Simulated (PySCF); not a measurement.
C8H8OSSi, SMILES c1cc(sc1)[SiH2]c1ccco1 (GFN2-xTB optimised geometry):

```
19

C      0.789    -3.145     0.000
C      2.151    -3.145     0.000
O      2.626    -1.893     0.000
C      1.564    -1.049     0.000
Si     1.931     0.787    -0.001
C      0.297     1.701    -0.098
C     -0.159     2.714     0.694
C     -1.427     3.206     0.323
C     -1.931     2.564    -0.762
S     -0.863     1.350    -1.341
C      0.408    -1.785     0.001
H      0.145    -4.000    -0.001
H      2.867    -3.944    -0.001
H      2.765     1.118    -1.163
H      2.595     1.188     1.245
H      0.406     3.095     1.527
H     -1.939     4.000     0.839
H     -2.867     2.725    -1.260
H     -0.590    -1.396    -0.001
```

Calculation: PBE/def2-SVP run with PySCF.

### Question
What are the frontier orbital energies and the dipole moment?

### Answer
HOMO-2 -6.27 eV, HOMO-1 -5.93 eV, HOMO -5.58 eV, LUMO -1.50 eV, LUMO+1 -0.94 eV; dipole moment 1.03 D.

Meta-Löwdin charges at PBE/def2-SVP: C1 -0.17, C2 0.04, O3 -0.20, C4 -0.08, Si5 0.58, C6 -0.34, C7 -0.12, C8 -0.14, C9 -0.23, S10 0.27, C11 -0.15, H12 0.12, H13 0.12, H14 -0.09, H15 -0.09, H16 0.12, H17 0.12, H18 0.13, H19 0.12.
